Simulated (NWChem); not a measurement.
## Atomisation of tetraarsenic (As4)

SMILES: [As]12[As]3[As]1[As]23
```xyz
4

As     1.2168     0.0000     0.8604
As    -1.2168     0.0000     0.8604
As     0.0000    -1.2167    -0.8604
As     0.0000     1.2167    -0.8604
```
Charge 0, spin multiplicity 1.

All runs are NWChem calculations. Structure: optimised with PBE0/def2-SVP, held to C2v symmetry and with no frequency check, so it may be a saddle point.

Basis set: def2-TZVP. The atomisation energy is electronic alone: no zero-point, thermal, spin-orbit or counterpoise terms. No value is extrapolated to the basis-set limit. Free atoms are single determinants with multiplicities As 4.

The Hamiltonian is non-relativistic. B3LYP has NWChem's definition, with VWN1-RPA local correlation. The stability of the SCF solutions was not checked.

### Question
Order these methods by the atomisation energy they give, lowest first: PBE0, B3LYP, PBE, LDA (SVWN5).

### Answer
B3LYP (237.3 kcal/mol), PBE0 (243.1 kcal/mol), PBE (262.3 kcal/mol), LDA (SVWN5) (323.8 kcal/mol)
